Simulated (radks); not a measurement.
All-electron atom: Au II in [Xe] 4f14 5d10.

All-electron calculation, Dirac Kohn-Sham, PBE, spin-unpolarised, spherical densities, finite nucleus; Fermi nuclear charge, rms radius 5.4371 fm. Program: a radial shooting solver on a logarithmic mesh with Libxc functionals.

Energy parts (eV):
part                       energy
total                  -518198.66
kinetic                 594906.65
electron-nucleus      -1304237.47
Hartree                 201070.66
exchange-correlation     -9938.50

Orbitals (lengths in bohr, moments of r in powers of bohr; r(max) is where P^2 peaks):
| orbital | occ. | eigenvalue (eV) | <1/r> | r(max) | small-component weight |
|---|---|---|---|---|---|
| 1s1/2 | 2 | -80618.09 | 95.68 | 0.01042 | 9.00e-02 |
| 2s1/2 | 2 | -14220.59 | 23.52 | 0.06039 | 2.06e-02 |
| 2p1/2 | 2 | -13641.25 | 23.49 | 0.04446 | 2.07e-02 |
| 2p3/2 | 4 | -11805.77 | 19.14 | 0.05184 | 1.84e-02 |
| 3s1/2 | 2 | -3362.542 | 8.634 | 0.1699 | 6.88e-03 |
| 3p1/2 | 2 | -3101.058 | 8.549 | 0.1586 | 6.83e-03 |
| 3p3/2 | 4 | -2696.033 | 7.416 | 0.1735 | 6.17e-03 |
| 3d3/2 | 4 | -2260.346 | 7.314 | 0.1352 | 6.05e-03 |
| 3d5/2 | 6 | -2173.289 | 7.055 | 0.1393 | 5.87e-03 |
| 4s1/2 | 2 | -736.3692 | 3.653 | 0.3832 | 2.33e-03 |
| 4p1/2 | 2 | -624.6519 | 3.544 | 0.3814 | 2.24e-03 |
| 4p3/2 | 4 | -527.5302 | 3.151 | 0.4122 | 1.98e-03 |
| 4d3/2 | 4 | -344.3814 | 2.947 | 0.4052 | 1.78e-03 |
| 4d5/2 | 6 | -326.2919 | 2.857 | 0.4147 | 1.71e-03 |
| 4f5/2 | 6 | -91.4755 | 2.480 | 0.3733 | 1.34e-03 |
| 4f7/2 | 8 | -87.6646 | 2.445 | 0.3779 | 1.31e-03 |
| 5s1/2 | 2 | -116.5244 | 1.476 | 0.8494 | 5.84e-04 |
| 5p1/2 | 2 | -80.3406 | 1.348 | 0.8978 | 4.99e-04 |
| 5p3/2 | 4 | -63.9055 | 1.202 | 0.9782 | 4.19e-04 |
| 5d3/2 | 4 | -16.2990 | 0.8625 | 1.193 | 2.23e-04 |
| 5d5/2 | 6 | -14.7316 | 0.8241 | 1.233 | 2.05e-04 |

The highest occupied level is 5d5/2 at -14.732 eV. The density falls to 0.001 e/bohr^3 at r = 3.79 bohr.
